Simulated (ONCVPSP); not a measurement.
**What one change does to a pseudopotential (caesium (Cs), ONCV)**

Cs (Z = 55), optimised norm-conserving Vanderbilt (ONCV), made with ONCVPSP 4.0.1 (PBE, fully relativistic). Core [Kr] 4d10, reference 5s2 5p6 6s1. Waves: 5s+6s: rc 2.30 bohr, ncon 4, nbas 7, qcut 3.9 1/bohr, 2 projectors; 5p: rc 2.90 bohr, ncon 4, nbas 7, qcut 4.8 1/bohr, 2 projectors, debl 3.2 Ha; d scattering state at 0.02 Ha: rc 2.30 bohr, ncon 4, nbas 8, qcut 3.5 1/bohr, local. Local part: the d channel. Core correction: Teter function, fcfact 2.25, rcfact 1.75.

Open shells are filled in proportion to 2j + 1.

All-electron outer shells of the reference configuration (PBE, scalar-relativistic, ld1.x):

| shell | level (eV) | outermost node (bohr) | outermost maximum (bohr) |
| --- | --- | --- | --- |
| 5s | -26.73 | 0.82 | 1.54 |
| 5p | -13.52 | 0.89 | 1.79 |
| 6s | -2.09 | 2.11 | 4.80 |

Change: all radii but the core radius scaled by about 1.13 (s 2.60, p 3.28, d 2.60 bohr). In the d channel the program set the typed energies aside and used 0.050 Ha (j = l + 1/2; the other j can differ).

Cutoffs: the cutoffs (Ha) at which the residual kinetic energy of the hardest occupied pseudo-wave falls to 1 and 0.1 mHa per electron; they do not see the model core or the augmentation charge, which bear on the density cutoff. Errors are all-electron minus pseudo energies relative to the spin-unpolarised reference configuration.

**Question.** Predict the effect on cutoff, ghosts and configuration errors.

**Answer.** The potential gets softer (7.4 Ha and 20 Ha → 6.0 Ha and 7.7 Ha); of the 4 tests that both files solve, the error grows in 2 and shrinks in 0 by more than 15 % and 0.3 meV (median size 1.9 → 4.0 meV); neither file shows a bound ghost. A larger radius leaves more room for a smooth pseudo-wave, so fewer plane waves are needed.

| quantity | base | changed |
| --- | --- | --- |
| cutoff, loose | 7.4 Ha | 6.0 Ha |
| cutoff, tight | 20 Ha | 7.7 Ha |
| loose cutoff by channel | s 7.4 Ha, p 4.1 Ha | s 6.0 Ha, p 4.4 Ha |
| bound ghosts | none | none |
| GHOST(+) flags under 300 eV | none | none |
| error for 5s2 5p6 6s0, meV [ΔE 3.86 eV] | -2.4 | -2.4 |
| error for 5s2 5p6 6s0.5, meV [ΔE 1.47 eV] | -0.3 | -0.3 |
| error for 5s2 5p6 6s0 6p1, meV [ΔE 1.37 eV] | +1.4 | +5.6 |
| error for 5s2 5p5 6s1, meV [ΔE 17.91 eV] | -38 | -44 |
| rms error of d²Exc/dni dnj with the model core, mHa | 1.42 | 1.37 |

Base: These tests converged, but a pseudo level misses the all-electron one widely, so the file describes the atom poorly there or has found another state: 5s2 5p6 6s0 6p1: empty 6s by 2.9 eV. Changed file: These tests converged, but a pseudo level misses the all-electron one widely, so the file describes the atom poorly there or has found another state: 5s2 5p6 6s0 6p1: empty 6s by 2.9 eV.
